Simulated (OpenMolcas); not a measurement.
# What dynamic correlation does to the levels of neutral thallium

```yaml
Program: OpenMolcas
Basis: ANO-RCC-VQZP [9s8p6d4f3g]
Scalar_Hamiltonian: DKH2, point nucleus
Active_space: 1 electron in 9 orbitals (RAS2 6p; RAS3 6d 7s, at most 1 electron)
State_averaging: 2S+1 = 2 odd, 3 roots; 2S+1 = 2 even, 6 roots
Spin-orbit_coupling: state interaction with AMFI integrals over the reference wave functions, term energies averaged over their components
```

Methods on the same reference wave functions:
A. RASSCF
B. SS-RASPT2, IPEA 0.25 Eh, imaginary shift 0.1 Eh (closed shells correlated: 5d 6s)

Energies in cm⁻¹ above 6s² 6p ²P°_1/2, the measured ground level; measured values from NIST Handbook of Basic Atomic Spectroscopic Data.

| Level | A | B | Measured |
| --- | --- | --- | --- |
| 6s² 6p ²P°_1/2 | 0.0 | 0.0 | 0.0 |
| 6s² 6p ²P°_3/2 | 6437 | 6440 | 7793 |
| 6s² 7s ²S_1/2 | 42841 | 41420 | 26478 |
| 6s² 6d ²D_3/2 | 44452 | 44800 | 36118 |
| 6s² 6d ²D_5/2 | 45132 | 45480 | 36200 |

Deviations, from unrounded energies. A percentage is the sum of absolute deviations over the sum of measured energies, with the sign that they share, or ± where signs differ.

| Against measurement | Levels | A | B |
| --- | --- | --- | --- |
| mean absolute deviation (cm-1) | 4 | 8700 | 8600 |
| fine structure of the ground term (%) | 1 | -17.4 | -17.4 |
| other configurations (%) | 3 | +34.0 | +33.3 |

A, B lie about equally close to measurement. The largest miss of B in the table is 6s² 7s ²S_1/2, by +15000 cm-1. The ranking rests on the paired levels alone, and a cruder setting can come out closer through cancelling errors.

The lowest spin-free term lies below A's lowest term by 0.457 hartree in B.

CASPT2 does not keep the components of a term degenerate, so their means are used; among the terms shown or strongly mixed into the levels shown the widest spread is 70 cm-1 (6s² 6d ²D, B). ANO sets are built for valence states and can reach diffuse excited orbitals poorly, and with the s shell closed the s pⁿ⁺¹ terms that mix with these levels are absent. Spin-orbit splittings of 6p shells tend to come out small when the coupling is added on scalar orbitals. With one active electron the reference holds no correlation, so core polarisation is missing (holds for A). With one active electron, CASPT2 adds the correlation within the correlated inactive shells and between them and that electron, and leaves the splitting within a term as the reference gives it (holds for B). Some terms miss by over 15 % even with CASPT2, which points to a basis or an active space too small for the shells correlated (holds for B). Computed and measured levels are paired by configuration, term and J; levels that our copy of the source lacks, or whose pairing is in doubt (as where it misses far off the trend of its configuration), stay unpaired and out of the deviations. Levels of configurations outside the active space are missing.

° marks odd parity.
